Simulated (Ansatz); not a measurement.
Cu2Te⁻, relaxed as a quartet with UKS PBE0-D4/def2-TZVPD in Ansatz, starting from the PBE0-D4/def2-TZVPD geometry of the charge -1 doublet. Force threshold 0.02 eV/Å.

In the def2 sets Te takes a core potential; there is no spin–orbit coupling. The highest occupied level of the charge -1 quartet lies above zero (up to 0.35 eV). The electron is either unbound and held by the finite basis, or the level is raised by self-interaction error. At PBE0-D4/def2-TZVPD a doublet of charge -1 lies 1.62 eV below the quartet, each at its own geometry. The structure comes from a short search, and lower isomers may exist.

Start:

```xyz
3

Cu   -1.3464   -0.1694    0.3872
Cu    0.4692    1.3108   -0.2307
Te    0.8772   -1.1413   -0.1565
```

Task: Estimate the energy that the relaxation releases and the steps that it takes.

Result: 1.9 kcal/mol, in 5 steps; 47 s on 2 threads of Arm Neoverse V1 on a shared host. No frequencies were taken in this run, so the end may be a saddle point.

Task: Does the start keep its bonding and symmetry?

Result: By distances, no bond broke or formed. The bond that changes most is Cu1–Te3, from 2.49 to 2.56 Å (atoms count from 1). Point group C2v at the start, C2v at the end, both within 0.05 Å.

Task: Predict the relaxed structure.

Result: 
```xyz
3

Cu   -1.439   -0.236    0.418
Cu    0.553    1.388   -0.260
Te    0.886   -1.152   -0.158
```
Bond lengths (bridged metal pairs left out): 2 × Cu–Te 2.56 Å.
